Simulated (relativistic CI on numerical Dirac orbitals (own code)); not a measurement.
How well does a small relativistic CI reproduce La⁺?

Computed by Dirac-Coulomb-Breit CI, orbitals from a KLI potential per configuration, model QED, valence Slater integrals scaled by 0.85, P86 correlation energy added to each configuration (own radial code, finite nucleus).

CI space (outside the closed core [Xe]): 5d2, 5d 6s, 6s2, 4f 6s, 5d 4f, 5d 6p, 6s 6p, 4f2, 5d 5f, 4f 6p, 5d 7s, 5d 5g, 5d 6d, 5d 7p, 4f 5f, 5d 8s, 6p2, 5d 7d, 5d 8p, 4f 5g, 5d 6f, 5f2, 5d 8d, 5f 6s, 5g2, 5g 6s. Levels of other configurations are missing.

| Configuration | Term (tabulated) | J | Measured (cm⁻¹) | Computed | Error | Purity (%) |
| --- | --- | --- | --- | --- | --- | --- |
| 5d2 | a 3F | 2 | 0.0 | 0 | 0 | 91 |
| 5d2 | a 3F | 3 | 1016.1 | 685 | -331 | 99 |
| 5d 6s | a 3D | 1 | 1895.2 | 3109 | 1214 | 99 |
| 5d2 | a 3F | 4 | 1970.7 | 1406 | -565 | 99 |
| 5d 6s | a 3D | 2 | 2591.6 | 3555 | 963 | 95 |
| 5d 6s | a 3D | 3 | 3250.3 | 4148 | 898 | 99 |
| 5d2 | a 3P | 0 | 5249.7 | 5356 | 107 | 96 |
| 5d2 | a 3P | 1 | 5718.1 | 5637 | -81 | 98 |
| 5d2 | a 3P | 2 | 6227.4 | 6028 | -199 | 97 |
| 6s2 | a 1S | 0 | 7394.6 | 8597 | 1202 | 69 |
| 5d2 | a 1G | 4 | 7473.3 | 8221 | 748 | 98 |
| 4f 6s | (5/2,1/2)° † | 2 | 14148.0 | 19010 | 4862 | 60 |
| 4f 6s | (5/2,1/2)° † | 3 | 14375.2 | 19777 | 5402 | 62 |
| 4f 6s | (7/2,1/2)° † | 4 | 15698.7 | 20955 | 5256 | 70 |
| 4f 6s | (7/2,1/2)° † | 3 | 15773.8 | 21187 | 5413 | 73 |
| 5d 4f | z 1G° | 4 | 16599.2 | 21748 | 5148 | 78 |
| 5d 4f | y 3F° | 2 | 17211.9 | 22211 | 4999 | 62 |
| 5d 4f | z 3H° | 4 | 17825.6 | 22693 | 4868 | 81 |
| 5d 4f | y 3F° | 3 | 18235.6 | 23023 | 4787 | 86 |
| 5d 4f | z 3H° | 5 | 18580.4 | 23299 | 4718 | 99 |
| 5d 4f | y 3F° | 4 | 19214.5 | 23833 | 4619 | 84 |
| 5d 4f | z 3H° | 6 | 19749.6 | 24256 | 4506 | 99 |
| 5d 4f | z 3G° | 3 | 20402.8 | 27346 | 6943 | 94 |
| 5d 4f | z 3G° | 4 | 21331.6 | 28059 | 6728 | 97 |
| 5d 4f | z 3D° | 1 | 21441.7 | 30741 | 9299 | 70 |
| 5d 4f | z 3G° | 5 | 22282.9 | 28806 | 6523 | 97 |
| 5d 4f | z 3D° | 3 | 22537.3 | 31747 | 9210 | 69 |
| 5d 6p | y 3D° | 1 | 25973.4 | 24221 | -1752 | 55 |
| 5d 6p | y 3D° | 2 | 27388.1 | 25145 | -2243 | 66 |
| 6s 6p | 3P° (computed) | 0 | 27545.8 | 29164 | 1618 | 65 |
| 5d 6p | y 3D° | 3 | 28315.2 | 26051 | -2265 | 68 |
| 5d 4f | z 1H° | 5 | 28525.7 | 36813 | 8287 | 95 |
| 5d 6p | x 3F° | 4 | 28565.4 | 30538 | 1973 | 67 |
| 6s 6p | 3P° (computed) | 2 | 29498.0 | 31104 | 1606 | 54 |
| 5d 4f | y 1P° | 1 | 30353.3 | 36504 | 6151 | 79 |

Measured levels from NIST Handbook of Basic Atomic Spectroscopic Data (Sansonetti and Martin, J. Phys. Chem. Ref. Data 34, 1559 (2005)); pairs were made by configuration, J and term (by order where the table uses no LS term), so strongly mixed levels may be paired wrongly.

Mean error by configuration (cm⁻¹): 5d2 -54; 5d 6s 1025; 6s2 1202; 5d 4f 6199; 5d 6p -1072; 6s 6p 1612. Over the excited levels the mean absolute error is 3485 cm⁻¹ (34 of the 50 excited levels that our extract of the source holds in range could be paired, and the others can miss by more), and the median relative error of those above 1,000 cm⁻¹ is 26 %. Some levels of the ground configuration have no partner. † marks terms whose computed intervals miss the measured ones by more than a factor of 2.5, or configurations far off the rest, from wrong mixing, a near crossing or a doubtful label or measurement; they are left out of the means.

Transition probabilities of persistent lines. The last column rescales the computed rate by the cube of measured over computed energy:

```
λ measured (Å)       Lower          Upper  A tabulated (s⁻¹)  A computed  A rescaled
   3759.08 air  5d2 a 3F_4  5d 6p x 3F°_4           3.40e+07    6.50e+07    4.95e+07
```
